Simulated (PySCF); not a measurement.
Ligands exchanged one at a time, In F-H. All species are isolated molecules in the gas phase. Strings in code marks are SMILES.

These are PBE-D3(BJ)/def2-TZVP // CAM-B3LYP-D3(BJ)/def2-TZVP (PySCF 2.14.0) values and carry that method's errors. Excitations are Tamm–Dancoff values on a coarser integration grid. The basis has no diffuse functions, so Rydberg states are missing or too high.

```
species                                     dipole moment (D)  T1 excitation (TDA) (eV)
------------------------------------------  -----------------  ------------------------
0 of 3 F replaced by H (`[F][In]([F])[F]`)               0.00                      4.59
1 of 3 F replaced by H (`[InH]([F])[F]`)                 3.32                      5.10
2 of 3 F replaced by H (`[F][InH2]`)                     2.86                      4.59
3 of 3 F replaced by H                                   0.00                         –
```
